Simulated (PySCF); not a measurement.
First SCF of a structure search on singlet MoN(OH), at a hand-made PBE0 minimum (heavy-atom frame) geometry. PySCF input:

```python
from pyscf import gto, scf, dft
mol = gto.M(atom='''
Mo     0.097587    -0.104389    -0.226321
N      1.210239     0.315810     0.869100
O     -1.556023     0.318082     0.535439
H     -1.593265     0.704921     1.413860''',
    basis={'Mo': 'def2-TZVP', 'N': 'def2-TZVP', 'O': 'def2-TZVP', 'H': 'def2-TZVP'},
    ecp={'Mo': 'def2-TZVP'},
    charge=0, spin=0)
mf = dft.RKS(mol, xc='PBE0')
mf.grids.atom_grid = (50, 194)
aux = {'Mo': 'def2-universal-JKFIT', 'N': 'def2-universal-JKFIT', 'O': 'def2-universal-JKFIT', 'H': 'def2-universal-JKFIT'}
mf = mf.density_fit(auxbasis=aux)
mf.conv_tol = 1e-08
mf.diis_space = 10
mf.max_cycle = 60
mf.init_guess = 'minao'
mf.verbose = 4
mf.kernel()
```

Excerpt of the output (cycles and frontier levels):

```
init E= -192.211113685552
  HOMO = -0.412758398042019  LUMO = -0.402133231157443  gap/eV = 0.28913
cycle= 1 E= -198.390943001936  delta_E= -6.18  |g|= 1.02  |ddm|=  4.2
  HOMO = -0.0656364295807208  LUMO = -0.0392133638043219  gap/eV = 0.71901
cycle= 2 E= -197.169040237982  delta_E= 1.22  |g|= 2.43  |ddm|= 2.57
  HOMO = -0.128114751324262  LUMO = -0.100355937207372  gap/eV = 0.75536
cycle= 3 E= -198.563138433586  delta_E= -1.39  |g|= 0.43  |ddm|= 2.39
  HOMO = -0.163841783137862  LUMO = -0.117284694716467  gap/eV = 1.26688
cycle= 4 E= -198.582987992448  delta_E= -0.0198  |g|= 0.362  |ddm|= 0.417
  HOMO = -0.179376827204745  LUMO = -0.120624612595702  gap/eV = 1.59873
cycle= 5 E= -198.586143100294  delta_E= -0.00316  |g|= 0.346  |ddm|= 0.313
  HOMO = -0.160841361129879  LUMO = -0.104699689983111  gap/eV = 1.52769
cycle= 6 E= -198.609717203136  delta_E= -0.0236  |g|= 0.051  |ddm|= 0.179
  HOMO = -0.165007703158849  LUMO = -0.105749912975885  gap/eV = 1.61249
cycle= 7 E= -198.610272156628  delta_E= -0.000555  |g|= 0.0201  |ddm|= 0.0334
  HOMO = -0.166946471455894  LUMO = -0.10691363013035  gap/eV = 1.63358
cycle= 8 E= -198.610397563397  delta_E= -0.000125  |g|= 0.00671  |ddm|= 0.0209
  HOMO = -0.168053244254804  LUMO = -0.107681993103821  gap/eV = 1.64279
cycle= 9 E= -198.610425935009  delta_E= -2.84e-05  |g|= 0.00149  |ddm|= 0.0173
  HOMO = -0.16816027090826  LUMO = -0.107760879853902  gap/eV = 1.64355
cycle= 10 E= -198.610427415936  delta_E= -1.48e-06  |g|= 0.000314  |ddm|= 0.00379
  HOMO = -0.168148851735594  LUMO = -0.107758928380935  gap/eV = 1.64329
cycle= 11 E= -198.61042751127  delta_E= -9.53e-08  |g|= 0.000118  |ddm|= 0.00102
  HOMO = -0.168141913066055  LUMO = -0.107753179273441  gap/eV = 1.64326
cycle= 12 E= -198.610427518396  delta_E= -7.13e-09  |g|= 3.82e-05  |ddm|= 0.000278
  HOMO = -0.168138285924087  LUMO = -0.107750585148846  gap/eV = 1.64323
Extra cycle  E= -198.610427515104  delta_E= 3.29e-09  |g|= 0.00014  |ddm|= 9.78e-05
converged SCF energy = -198.610427515104
```

This is not the lowest solution: a stability analysis within the same restricted form found one 47.3 kJ/mol lower, at -198.62846 Eh.

At the minimum of this search the closed-shell solution is unstable towards spin polarisation, so a lower open-shell solution exists.

The search for the lowest solution, with the stability check, took 13 s on 2 threads of a shared Arm Neoverse N1 host, with 108 basis functions; the process peaked at 0.37 GiB.
